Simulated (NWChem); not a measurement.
Species: CCl2, singlet; SMILES [C](Cl)Cl

Computed with NWChem. Low-valent species are run as closed-shell singlets; no triplet was tried in these runs. Each level has its own optimisation; frequencies are unscaled.

For level CAM-B3LYP/def2-SVP:

| Item | Result |
|---|---|
| highest harmonic frequency (cm⁻¹) | 809 |
| lowest (cm⁻¹) | 353 |

Question: How do the values read with level PBE0-D3(BJ)/def2-TZVP instead?

Answer: 
| Quantity | Value |
|---|---|
| highest harmonic frequency (cm⁻¹) | 793 |
| lowest (cm⁻¹) | 342 |
